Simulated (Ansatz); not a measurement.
Input file for Ansatz (a first-principles code): U-wB97X-V/def2-TZVPP on ClHPb (SMILES [Cl][PbH]), a point of a bond scan (R = 7.978 Å). Elements past Kr take the def2 small-core potentials; no spin–orbit coupling.

Ansatz 0.2 input:
```yaml
crystal:
  periodic: [false, false, false]
  atoms:
    - {symbol: Pb, position_ang: [-0.21816163, -0.21253453, 0.29359630]}
    - {symbol: H, position_ang: [-1.37766248, -0.88691623, -0.99885930]}
    - {symbol: Cl, position_ang: [4.10666928, 3.91505782, -4.98963656]}
basis:
  gaussian:
    orbitals: def2-TZVPP
hamiltonian:
  xc: {name: wB97X-V}
magnetization: {spin_polarized: true, initial_magnetization: 0}
```

The head of its log:

```
WARN ansatz: RAYON_NUM_THREADS=1 ignored (pool sized by the plan → 1); use --threads N
Functional definition: wB97X-V
integrals: 0.04 GiB planned
786 factors; their error is unknown
integrals: 0.07 GiB planned
194 factors; integrals over basis functions are off by at most 9.1e-5 eV
mean field: 0.55 GiB planned
mean field evaluation 1: about -17778.0240 eV, gradient 1.8e1 eV
mean field evaluation 2: about -17679.4728 eV, gradient 6.1e1 eV
```

What total energy does the run end on?

-653.4762 hartree. Its determinant has ⟨S²⟩ = 1.01, a mixture of spin states.
